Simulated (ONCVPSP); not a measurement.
**What one change does to a pseudopotential (Si (Z = 14), ONCV)**

```json
{
 "Element": "Si (Z = 14)",
 "Generator": "ONCVPSP 4.0.1",
 "Type": "optimised norm-conserving Vanderbilt (ONCV)",
 "Functional": "PBE",
 "Relativity": "scalar-relativistic",
 "Frozen core": "[Ne]",
 "Valence charge": "4",
 "Reference configuration": "3s2 3p2",
 "Partial waves": "3s: rc 1.90 bohr, ncon 3, nbas 7, qcut 3.6 1/bohr, 2 projectors, debl 3.9 Ha; 3p: rc 2.05 bohr, ncon 3, nbas 7, qcut 4.5 1/bohr, 2 projectors, debl 3.8 Ha; d scattering state at 0.1 Ha: rc 1.70 bohr, ncon 5, nbas 10, qcut 5.9 1/bohr, 2 projectors, debl 3.6 Ha",
 "Local potential": "polynomial inside 1.25 bohr (lpopt 5, dvloc0 1 Ha)",
 "Core correction": "Teter function, fcfact 5.75, rcfact 1.4"
}
```

All-electron outer shells of the reference configuration (PBE, scalar-relativistic, ld1.x):

```json
{"shell": "2s", "level (eV)": "-139.50", "outermost node (bohr)": "0.15", "outermost maximum (bohr)": "0.45"}
{"shell": "2p", "level (eV)": "-95.56", "outermost node (bohr)": "–", "outermost maximum (bohr)": "0.39"}
{"shell": "3s", "level (eV)": "-10.81", "outermost node (bohr)": "0.72", "outermost maximum (bohr)": "1.80"}
{"shell": "3p", "level (eV)": "-4.08", "outermost node (bohr)": "0.72", "outermost maximum (bohr)": "2.17"}
```

Change: p: rc 2.16.

Cutoffs: the cutoffs (Ha) at which the residual kinetic energy of the hardest occupied pseudo-wave falls to 1 and 0.1 mHa per electron; they do not see the model core or the augmentation charge, which bear on the density cutoff. Errors are all-electron minus pseudo energies relative to the spin-unpolarised reference configuration.

Q: How do hardness, ghosts and transferability respond?

A: The potential gets neither clearly harder nor softer (6.2 Ha and 32 Ha → 6.2 Ha and 32 Ha); of the 4 tests that both files solve, the error grows in 0 and shrinks in 1 by more than 15 % and 0.3 meV (median size 5.6 → 5.0 meV); neither file shows a bound ghost.

```tsv
quantity	base	changed
cutoff, loose	6.2 Ha	6.2 Ha
cutoff, tight	32 Ha	32 Ha
loose cutoff by channel	s 6.2 Ha, p 3.1 Ha	s 6.2 Ha, p 3.1 Ha
bound ghosts	none	none
GHOST(+) flags under 300 eV	s at 129.0 eV	s at 129.0 eV
error for 3s2 3p1, meV [ΔE 7.74 eV]	+2.7	+2.7
error for 3s2 3p0, meV [ΔE 23.73 eV]	+17	+16
error for 3s1 3p0, meV [ΔE 57.70 eV]	+3.0	+2.0
error for 3s1 3p2, meV [ΔE 15.17 eV]	-8.1	-7.4
s: phases at 1.93 bohr within 0.05 rad from the reference energy up to (Ha; the scan ends near 5)	3.9	3.9
d: phases at 1.73 bohr within 0.05 rad from the reference energy up to (Ha; the scan ends near 5)	to the end of the scan	to the end of the scan
rms error of d²Exc/dni dnj with the model core, mHa	1.00	0.97
```

Base: The cutoffs count occupied waves only; projector 2 of the d channel, the hardest unoccupied one, needs 61 Ha at the loose tolerance. Changed file: The cutoffs count occupied waves only; projector 2 of the d channel, the hardest unoccupied one, needs 61 Ha at the loose tolerance.
